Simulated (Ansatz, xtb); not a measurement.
GaH3NSi2: where a starting geometry ends

The starting geometry of this gas-phase doublet was built from a drawn formula by distance geometry; its bonds are those of `N=[Si]=[SiH][GaH]`.

```xyz
7

Ga    3.6795    2.2641   -2.0163
N    -0.9623    0.4526   -1.7711
Si    0.6140    0.5426   -1.4372
Si    2.5613    0.6435   -1.0560
H    -1.6166    0.9409   -1.1395
H     3.0467    0.1789    0.2500
H     4.1450    3.2878   -1.2132
```

Task: Where would you expect an optimisation with r2SCAN-D4/def2-SVP to take it?

Result: A new bond forms, giving a structure with H6 bridging Ga1 and Si4, given below by its coordinates. Distances that change by over a tenth: Ga1–H6 (3.14 → 1.96 Å), Ga1–H7 (1.38 → 1.56 Å), Si3–Si4 (1.99 → 2.33 Å). Contacts that close: Ga1–Si3 (3.56 → 2.46 Å).

The energy falls by 2.18 eV over 26 steps:

| step | E − E(last) (eV) |
| --- | --- |
| 1 | 2.176 |
| 4 | 0.769 |
| 7 | 0.511 |
| 9 | 0.376 |
| 12 | 0.192 |
| 15 | 0.142 |
| 18 | 0.057 |
| 20 | 0.012 |
| 23 | 0.002 |
| 26 | 0.000 |

Final geometry (Å):

```yaml
atoms:
  - { symbol: Ga, position_ang: [2.9940, 2.0049, -1.4567] }
  - { symbol: N, position_ang: [-0.6852, 0.6415, -1.5312] }
  - { symbol: Si, position_ang: [0.8491, 0.8376, -1.1596] }
  - { symbol: Si, position_ang: [2.8331, -0.3803, -1.1958] }
  - { symbol: H, position_ang: [-1.5061, 1.2054, -1.7143] }
  - { symbol: H, position_ang: [3.1609, 0.6779, -0.0211] }
  - { symbol: H, position_ang: [3.8218, 3.3233, -1.3047] }
```

From the same start GFN2-xTB ends elsewhere, differing in Ga1–Si3 (4.71 against 2.46 Å here), Ga1–H6 (2.91 against 1.96 Å here), Ga1–H7 (2.04 against 1.56 Å here).

No frequencies were run, so the end isn't proven a minimum. Open shells are spin-unrestricted. Run with Ansatz 0.2.0, 3.8 min on 2 threads of Intel(R) Xeon(R) Platinum 8259CL CPU @ 2.50GHz (Skylake/Cascade Lake) (shared host).
